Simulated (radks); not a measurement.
Task: Mo6+, 36 electrons, occupied as [Kr] (the NIST ground configuration). All-electron calculation, non-relativistic Kohn-Sham, LB94 model potential, spin-polarised, spherical densities, point nucleus; relativity is left out, which matters for an element this heavy. Program: a radial shooting solver on a logarithmic mesh with Libxc functionals. Some entries of the table are withheld. Estimate them.

orbital  occ.  eigenvalue (eV)  <r> (bohr)
1s          2        -19526.09     0.03625
2s          2        -2805.714      0.1583
2p          6        -2596.002      0.1356
3s          2        -557.5024      0.4406
3p          6        -476.1894         (1)
3d         10              (2)      0.4116
4s          2        -150.0475         (3)
4p          6        -125.6637         (4)

Result: 
(1) 3p <r> (bohr): 0.4349
(2) 3d eigenvalue (eV): -327.0967
(3) 4s <r> (bohr): 1.087
(4) 4p <r> (bohr): 1.163
